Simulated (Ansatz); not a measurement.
Reaction (redistribution): `[Br][SnH2][Br]` + `C[O][SnH]([Cl])[Cl]` → `C[O][SnH2][Br]` + `[Cl][SnH]([Cl])[Br]`

Computed with Ansatz on PBE0-D4/def2-TZVP structures; ΔE is electronic, products minus reactants. CCSD(T)/CBS adds triple-zeta CCSD(T) − MP2 to the extrapolated MP2 energy (def2 sets, frozen cores). DFT in def2-TZVPP. def2 core potentials past Kr. For Br, Sn outer-core shells are correlated without core-valence functions, which leaves a few kJ/mol of doubt a bond. Scalar relativity is left out up to krypton. Each species was taken in one conformer, which may not be the lowest.

```csv
species,PBE0-D4 energy (Eh)
`[Br][SnH2][Br]`,-5363.31133
`C[O][SnH]([Cl])[Cl]`,-1250.18589
`C[O][SnH2][Br]`,-2904.46016
`[Cl][SnH]([Cl])[Br]`,-3709.03370
```

Task: Work out ΔE.

Result: ΔE = (-2904.46016) + (-3709.03370) − (-5363.31133) − (-1250.18589) = 0.00336 Eh = +0.09 eV. CCSD(T)/CBS gives +0.09 eV.

Task: What do rigid-rotor, harmonic-oscillator terms from PBE0-D4/def2-TZVP frequencies (298.15 K, 1 bar) make of the CCSD(T)/CBS value? (Best estimate.)

Result: The calculation gave: ΔZPE = -0.01 eV, ΔH = +0.09 eV, ΔS = 5 J/(mol·K), ΔG = +0.07 eV.

Largest T1 diagnostic among the species: 0.013.

Leaving LDA and LC-ωPBE aside and taking each functional with its dispersion term where it has one, the values, not all of them listed here, spread over 0.02 eV, from BLYP-D4 to ωB97X-V.
